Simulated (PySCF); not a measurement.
**Relaxation of doublet PtO₂Cl**

These are results of UB3LYP in PySCF with Pt def2-SVP with ECP60, O def2-SVP, Cl def2-SVP; scalar-relativistic core potentials, no spin–orbit coupling; density-fitted integrals, not measurements. A (50,194) grid was used.

A hand-made trigonal pyramidal start, of Cs symmetry, held to at least that symmetry:

Coordinates in bohr (charge 0 multiplicity 2):
```
Pt   -0.3223    0.0000   -0.4461
O    -1.7322    2.4421    1.0533
O    -1.7322   -2.4421    1.0533
Cl    3.3817    0.0000    1.5234
```

At each step, columns x, y, z (Å) and Fx, Fy, Fz (eV/Å):

```
step 0  E − E(last) = 251.47 kJ/mol
Pt  -0.171   0.000  -0.236   2.101   0.000  -1.198
O   -0.917   1.292   0.557  -1.914   5.098   0.669
O   -0.917  -1.292   0.557  -1.914  -5.098   0.669
Cl   1.790   0.000   0.806   1.727   0.000  -0.141
step 1  E − E(last) = 139.47 kJ/mol
Pt  -0.168   0.000  -0.150  -2.051   0.000   3.277
O   -0.960   1.476   0.523   0.636  -0.183  -1.464
O   -0.960  -1.476   0.523   0.636   0.183  -1.464
Cl   1.875   0.000   0.790   0.779   0.000  -0.348
step 2  E − E(last) = 83.54 kJ/mol
Pt  -0.203   0.000  -0.001  -2.233   0.000   3.266
O   -0.981   1.577   0.461   1.167  -1.655  -1.371
O   -0.981  -1.577   0.461   1.167   1.655  -1.371
Cl   1.950   0.000   0.764  -0.101   0.000  -0.525
step 3  E − E(last) = 38.64 kJ/mol
Pt  -0.257   0.000   0.174  -1.158   0.000   1.863
O   -0.978   1.639   0.390   1.031  -2.161  -0.695
O   -0.978  -1.639   0.390   1.031   2.161  -0.695
Cl   1.999   0.000   0.730  -0.904   0.000  -0.473
step 4  E − E(last) = 11.85 kJ/mol
Pt  -0.284   0.000   0.262   0.481   0.000   0.936
O   -0.959   1.615   0.357   0.186  -0.704  -0.299
O   -0.959  -1.615   0.357   0.186   0.704  -0.299
Cl   1.987   0.000   0.710  -0.853   0.000  -0.337
step 5  E − E(last) = 1.55 kJ/mol
Pt  -0.266   0.000   0.347   0.334   0.000   0.347
O   -0.961   1.592   0.325  -0.045  -0.115  -0.119
O   -0.961  -1.592   0.325  -0.045   0.115  -0.119
Cl   1.974   0.000   0.688  -0.244   0.000  -0.108
step 6  E − E(last) = 0.22 kJ/mol
Pt  -0.248   0.000   0.405  -0.329   0.000  -0.092
O   -0.972   1.581   0.302   0.120  -0.246   0.034
O   -0.972  -1.581   0.302   0.120   0.246   0.034
Cl   1.978   0.000   0.675   0.088   0.000   0.024
step 7  E − E(last) = 0.03 kJ/mol
Pt  -0.251   0.000   0.395   0.029   0.000   0.019
O   -0.970   1.575   0.306  -0.042   0.077  -0.012
O   -0.970  -1.575   0.306  -0.042  -0.077  -0.012
Cl   1.977   0.000   0.677   0.054   0.000   0.004
step 8  E − E(last) = 0.00 kJ/mol
Pt  -0.252   0.000   0.397   0.002   0.000   0.003
O   -0.971   1.577   0.305  -0.002  -0.006  -0.002
O   -0.971  -1.577   0.305  -0.002   0.006  -0.002
Cl   1.979   0.000   0.677   0.001   0.000   0.001
step 9  E − E(last) = 0.00 kJ/mol
Pt  -0.251   0.000   0.397   0.000   0.000  -0.002
O   -0.971   1.576   0.305  -0.001  -0.001   0.000
O   -0.971  -1.576   0.305  -0.001   0.001   0.000
Cl   1.980   0.000   0.677   0.002   0.000   0.002
```

It ends at C2v with Pt–Cl 2.249 Å, Pt–O 1.735 Å (×2); Cl–Pt–O 114.8° (×2), O–Pt–O 130.4° (after a last refinement on a finer grid). No frequency check is given, so it may be a saddle point. Other isomers or separated fragments may lie lower.

Open d and f shells are described by one determinant, and the ground state may have another occupation or spin. With an element this heavy the missing spin–orbit coupling can shift these numbers.
